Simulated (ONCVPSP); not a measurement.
# What the settings do to the ONCV potential of neodymium

Base potential:

```
Element                 : neodymium
Generator               : ONCVPSP 4.0.1
Type                    : optimised norm-conserving Vanderbilt (ONCV)
Functional              : PBEsol
Relativity              : scalar-relativistic
Frozen core             : [Kr] 4d10
Valence charge          : 14
Reference configuration : 4f4 5s2 5p6 6s2
Partial waves           : 5s+6s: rc 2.20 bohr, ncon 3, nbas 7, qcut 5.7 1/bohr, 3 projectors, debl 1.6 Ha; 5p: rc 1.60 bohr, ncon 4, nbas 7, qcut 4.3 1/bohr, 2 projectors, debl 3 Ha; d scattering state at 0.05 Ha: rc 2.30 bohr, ncon 3, nbas 7, qcut 4.9 1/bohr, 1 projector; 4f: rc 0.95 bohr, ncon 4, nbas 9, qcut 18.9 1/bohr, 1 projector
Local potential         : polynomial inside 0.85 bohr (lpopt 5, dvloc0 3 Ha)
Core correction         : Teter function fitted to the true core (icmod 2), fcfact 0.25
```

All-electron outer shells of the reference configuration (PBEsol, scalar-relativistic, ld1.x):

```csv
shell,level (eV),outermost node (bohr),outermost maximum (bohr)
5s,-40.49,0.72,1.32
5p,-22.10,0.77,1.50
6s,-3.52,1.77,3.78
4f,-1.79,–,0.67
```

Cutoffs, loose and tight: the cutoffs (Ha) at which the residual kinetic energy of the hardest occupied pseudo-wave falls to 1 and 0.1 mHa per electron. They do not see the model core or the augmentation charge, which bear on the density cutoff. Test errors are all-electron minus pseudo excitation energies from the reference, over the configurations 4f4 5s2 5p6 6s1; 4f4 5s2 5p6 6s0; 4f3 5s2 5p6 6s0; 4f4 5s1 5p6 6s2. A dash means not determined; rows that change the core or the reference have their own tests.

A true bound ghost makes a file unfit for plane-wave use even where its test errors are small: the radial tests pick states by their node count and pass the ghost by.

```tsv
change	outcome	cutoff, loose	cutoff, tight	bound ghosts	GHOST(+) flags above zero	largest test error (meV)
base	generated	140 Ha	291 Ha	s	p, d	tests left out (the all-electron energies of this program are off by 10 to 40 meV for near-neutral 4f atoms)
p: rc 1.18	generated	140 Ha	291 Ha	s, p	p, d	tests left out (the all-electron energies of this program are off by 10 to 40 meV for near-neutral 4f atoms)
p: rc 1.32	generated	140 Ha	291 Ha	s	p, d	tests left out (the all-electron energies of this program are off by 10 to 40 meV for near-neutral 4f atoms)
p: rc 1.48	generated	140 Ha	291 Ha	s	p, d	tests left out (the all-electron energies of this program are off by 10 to 40 meV for near-neutral 4f atoms)
p: rc 1.78	generated	140 Ha	291 Ha	s, p	d	tests left out (the all-electron energies of this program are off by 10 to 40 meV for near-neutral 4f atoms)
p: rc 1.88	generated	140 Ha	291 Ha	s, p	d	tests left out (the all-electron energies of this program are off by 10 to 40 meV for near-neutral 4f atoms)
p: rc 2.08	generated	140 Ha	291 Ha	s, p	d	tests left out (the all-electron energies of this program are off by 10 to 40 meV for near-neutral 4f atoms)
p: rc 2.28	generated	140 Ha	291 Ha	s, p	d	tests left out (the all-electron energies of this program are off by 10 to 40 meV for near-neutral 4f atoms)
```

Reading the sweep of the p radius (base included, trends over the rows without a ghost): Bound ghosts are found at 1.18, 1.32, 1.48, 1.6, 1.78, 1.88, 2.08, 2.28 bohr. Every judged row has one, so this setting neither creates nor removes them.
